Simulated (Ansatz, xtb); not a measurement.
Relative energy of two isomers of H7InOSi2

Structure I: `[SiH3]O[SiH2][InH2]`, a singlet. Structure II: `[SiH3][O][InH][SiH3]`, a singlet. Both are isolated molecules in the gas phase, relaxed with r2SCAN-D4/def2-SVP, each in the lowest conformer that the search found.

I (Å):

```xyz
11

In   -2.9544    0.9518    1.6182
O     0.6005    0.9278    1.0323
Si    0.9528    0.6113   -0.5568
Si   -0.5044    1.7096    2.0140
H    -0.3046    0.3405   -1.3217
H     1.8392   -0.5830   -0.6211
H     1.6466    1.7783   -1.1796
H    -0.3733    3.1933    1.8244
H    -0.1106    1.4244    3.4292
H    -4.2405    1.6973    2.5196
H    -3.3866   -0.3039    0.5010
```

II (Å):

```xyz
11

In    0.2148   -1.4292    0.4341
O     0.2898   -1.8619   -1.5413
Si   -0.7325   -1.6068   -2.8078
Si   -1.9682   -0.2086    1.0521
H    -0.0828   -0.7773   -3.8710
H    -1.9803   -0.8823   -2.3735
H    -1.1616   -2.8998   -3.4284
H     1.6551   -2.0047    1.1744
H    -2.0165    0.1040    2.5128
H    -2.0624    1.0691    0.2832
H    -3.1392   -1.0694    0.7051
```

Quicker runs give these differences E(II) − E(I): GFN2-xTB +0.379 eV; HF/STO-3G −0.321 eV (at GFN2-xTB geometries); r2SCAN-D4/def2-SVP//GFN2-xTB +0.035 eV.

**Question.** Estimate E(II) − E(I) at the level CCSD(T)/def2-SVP + ΔMP2/def2-TZVPP.

**Answer.** Calculated at CCSD(T)/def2-SVP + ΔMP2/def2-TZVPP: E(II) − E(I) = +0.205 eV, so structure I lies lower.

How the difference moves with the method:

```json
{"level": "GFN2-xTB", "geometry": "GFN2-xTB", "E(II) − E(I) (eV)": "+0.379", "departure from the last row (eV)": "+0.175", "job, with rough time for the two": "optimisation, 0.24 s"}
{"level": "HF/STO-3G", "geometry": "GFN2-xTB", "E(II) − E(I) (eV)": "−0.321", "departure from the last row (eV)": "−0.525", "job, with rough time for the two": "single point, 0.72 s"}
{"level": "r2SCAN-D4/def2-SVP//GFN2-xTB", "geometry": "GFN2-xTB", "E(II) − E(I) (eV)": "+0.035", "departure from the last row (eV)": "−0.170", "job, with rough time for the two": "single point, 2.2 s"}
{"level": "r2SCAN-D4/def2-SVP", "geometry": "r2SCAN-D4/def2-SVP", "E(II) − E(I) (eV)": "+0.128", "departure from the last row (eV)": "−0.077", "job, with rough time for the two": "optimisation, 2 min"}
{"level": "HF/def2-SVP", "geometry": "r2SCAN-D4/def2-SVP", "E(II) − E(I) (eV)": "+0.302", "departure from the last row (eV)": "+0.098", "job, with rough time for the two": "part of the CCSD(T) run"}
{"level": "MP2/def2-SVP", "geometry": "r2SCAN-D4/def2-SVP", "E(II) − E(I) (eV)": "+0.053", "departure from the last row (eV)": "−0.152", "job, with rough time for the two": "part of the CCSD(T) run"}
{"level": "CCSD(T)/def2-SVP", "geometry": "r2SCAN-D4/def2-SVP", "E(II) − E(I) (eV)": "+0.072", "departure from the last row (eV)": "−0.133", "job, with rough time for the two": "single point"}
{"level": "CCSD(T)/def2-SVP + ΔMP2/def2-TZVPP", "geometry": "r2SCAN-D4/def2-SVP", "E(II) − E(I) (eV)": "+0.205", "departure from the last row (eV)": "", "job, with rough time for the two": "single point, 23 s"}
```

As drawn, II has 1 In–O, 1 Si–H in place of 1 O–Si, 1 In–H.

HF/STO-3G puts the two in the other order. The largest departure from CCSD(T)/def2-SVP + ΔMP2/def2-TZVPP is that of HF/STO-3G, 0.525 eV. The last row adds to CCSD(T) the change of the MP2 difference between the two basis sets, here +0.133 eV, a large step that makes the value less sure.

With harmonic frequencies from r2SCAN-D4/def2-SVP (ideal gas, rigid rotor, one conformer each, 400 K, 1 atm): on the last row, ΔE + ΔZPE = +0.227 eV. A mode under 50 cm⁻¹ makes harmonic enthalpies and free energies unreliable, so none is given.

The correlated steps freeze 15 core orbitals; the filled d shell of In is correlated, in a basis made for valence electrons. Atoms past krypton carry core potentials in the def2 sets, other sets are all-electron and non-relativistic, and no spin–orbit term is included. Programs: Ansatz 0.2.0, xtb 6.7.1; the last row on 2 threads of Intel(R) Xeon(R) 6975P-C (Granite Rapids) on a shared host.
